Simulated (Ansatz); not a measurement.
Gas-phase electronic energies from Ansatz, PBE0-D4/def2-TZVP geometries. CCSD(T)/CBS adds triple-zeta CCSD(T) − MP2 to the extrapolated MP2 energy (def2 sets, frozen cores). DFT in def2-TZVPP. For Zn outer-core shells are correlated without core-valence functions, which leaves a few kJ/mol of doubt a bond. Scalar relativity is left out up to krypton. One conformer a species, not always the lowest.

`[CH3][Zn][CH](F)S` + `F[Si](F)(F)S` → `[CH3][Zn][S][Si](F)(F)F` + `FCS`  (ligand exchange at a Zn–C bond)

| species | r2SCAN energy (Eh) |
| --- | --- |
| `[CH3][Zn][CH](F)S` | -2356.58818 |
| `F[Si](F)(F)S` | -988.05019 |
| `[CH3][Zn][S][Si](F)(F)F` | -2806.78181 |
| `FCS` | -537.91336 |

(1) Work out ΔE.

Largest T1 diagnostic among the species: 0.014.

Results:

(1) ΔE = (-2806.78181) + (-537.91336) − (-2356.58818) − (-988.05019) = -0.05680 Eh = -35.6 kcal/mol. CCSD(T)/CBS gives -36.4 kcal/mol.

From r2SCAN to r2SCAN0 (25 % exact exchange), in def2-TZVPP and without D4, ΔE moves by −1.9 kcal/mol. In def2-TZVPP, CCSD(T) changes the Hartree–Fock value by +6.0 kcal/mol (the triples alone add +0.6 kcal/mol) and MP2 by +5.4 kcal/mol. Leaving LDA and LC-ωPBE aside and taking each functional with its dispersion term where it has one, the values, not all of them listed here, spread over 5.7 kcal/mol, from BHLYP-D4 to BLYP-D4.
